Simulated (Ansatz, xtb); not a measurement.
**Relative energy of two conformers of BBrGeH4O**

We compare I, `B[O][GeH2][Br]`, a singlet, with II, `B[O][GeH2][Br]`, a singlet. Both are isolated molecules in the gas phase, relaxed with B3LYP-D3(BJ)/def2-SVP.

I (Å):

```xyz
8

B    -0.6564   -2.3131    0.4793
Br   -2.1426    0.2040   -1.8687
Ge   -2.8269   -0.4034    0.2614
O    -1.7468   -1.6683    0.9416
H    -0.2079   -2.0782   -0.6207
H    -0.1523   -3.1326    1.2131
H    -2.7021    0.8096    1.1901
H    -4.2216   -1.0334    0.1755
```

II (Å):

```xyz
8

B     1.1790   -2.1096    1.0829
Br   -0.0810    0.2049   -1.8962
Ge   -0.9272   -0.4964    0.1425
O    -0.0787   -2.0211    0.5992
H     1.6070   -3.2114    1.3357
H     1.8474   -1.1111    1.2639
H    -0.6259    0.5788    1.1969
H    -2.3969   -0.8878   -0.0313
```

Question: Estimate E(II) − E(I) at the level CCSD(T)/def2-SVP + ΔMP2/def2-TZVPP.

Answer: Too close to call at this level: CCSD(T)/def2-SVP + ΔMP2/def2-TZVPP gives E(II) − E(I) = −0.38 kcal/mol.

Level by level:

```csv
level,geometry,E(II) − E(I) (kcal/mol),departure from the last row (kcal/mol),"job, with rough time for the two"
B3LYP-D3(BJ)/def2-SVP,B3LYP-D3(BJ)/def2-SVP,+0.15,+0.54,"optimisation, 5.3 min"
HF/def2-SVP,B3LYP-D3(BJ)/def2-SVP,−0.20,+0.18,part of the CCSD(T) run
MP2/def2-SVP,B3LYP-D3(BJ)/def2-SVP,−0.28,+0.11,part of the CCSD(T) run
CCSD(T)/def2-SVP,B3LYP-D3(BJ)/def2-SVP,−0.23,+0.15,single point
CCSD(T)/def2-SVP + ΔMP2/def2-TZVPP,B3LYP-D3(BJ)/def2-SVP,−0.38,,"single point, 2.4 min"
```

The largest departure from CCSD(T)/def2-SVP + ΔMP2/def2-TZVPP is that of B3LYP-D3(BJ)/def2-SVP, 0.54 kcal/mol. Levels run at GFN2-xTB geometries aren't shown. The last row adds to CCSD(T) the change of the MP2 difference between the two basis sets, here −0.15 kcal/mol.

With harmonic frequencies from B3LYP-D3(BJ)/def2-SVP (ideal gas, rigid rotor, one conformer each, 298.15 K, 1 atm): on the last row, ΔE + ΔZPE = −0.45 kcal/mol. A mode under 50 cm⁻¹ makes harmonic enthalpies and free energies unreliable, so none is given.

The correlated steps freeze 20 core orbitals; the filled d shell of Br and Ge is correlated, in a basis made for valence electrons. Run with Ansatz 0.2.0; the last row on 2 threads of Intel(R) Xeon(R) Processor @ 2.50GHz (Skylake/Cascade Lake) on a shared host.
